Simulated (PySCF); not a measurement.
Badger's rule along the fourth-period p block: bonds to Pb

CCSD(T) in PySCF with def2-SVP on every atom (core potentials on Pb), for the lowest determinant that a PBE0 search found; no spin–orbit coupling. Badger's rule says that Re = d + c·k^(−1/3) for bonds between atoms of fixed rows.

| molecule | state (unpaired electrons) | Re (Å) | k (mdyn/Å) |
| --- | --- | --- | --- |
| PbSe | singlet (closed shell) | 2.458 | 2.55 |
| PbBr | doublet (π ↑) | 2.652 | ? |
| GePb | triplet (π ↑↑) | 2.680 | ? |
| GaPb | quartet (σ ↑, π ↑↑) | 2.745 | 0.830 |

Question: Fix c and d from PbSe and GaPb.

Answer: c = (2.745 − 2.458)/(0.83^(−1/3) − 2.55^(−1/3)) = 0.864, d = 2.458 − c·2.55^(−1/3) = 1.825 Å.

Question: Predict k of the others and set the computed values beside them.

Answer: 

| molecule | k by the rule | k computed | difference (%) |
| --- | --- | --- | --- |
| PbBr | 1.14 | 1.53 | -25 |
| GePb | 1.03 | 1.33 | -22 |

The rule misses by 24 % on average; it knows nothing of spin state or of how ionic a bond is, and both change along this series.

Correlated steps freeze 13 core orbitals. These are scalar-relativistic numbers at best; spin–orbit coupling would shift them, the dissociation energy most. The CCSD T1 diagnostic is raised in PbSe, a sign that a single reference may not be enough there. States were picked by a PBE0 search and need not be the measured ground states.
